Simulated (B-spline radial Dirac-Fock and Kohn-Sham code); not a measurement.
Model: multi-electron Dirac-Fock with separately optimised hole states, Breit and Lamb-shift corrections added in first order. Program: an atomic code on a B-spline grid. Free atoms and ions in their tabulated ground configurations, energies from the vacuum level.

**Question.** Order these levels by binding energy, lowest first.
A. Tm⁴⁺ 4d3/2
B. W⁶⁺ 4f5/2
C. Pt⁷⁺ 5p3/2
D. F⁴⁺ 2s
E. Se⁴⁺ 3p1/2
F. Gd⁴⁺ 5s

**Answer.** F (101.7 eV), B (121.1 eV), D (126.5 eV), C (162.8 eV), E (232.9 eV), A (252.0 eV).

Values without a named source are computed, but for edge energies of neutral atoms, which are taken from tables.
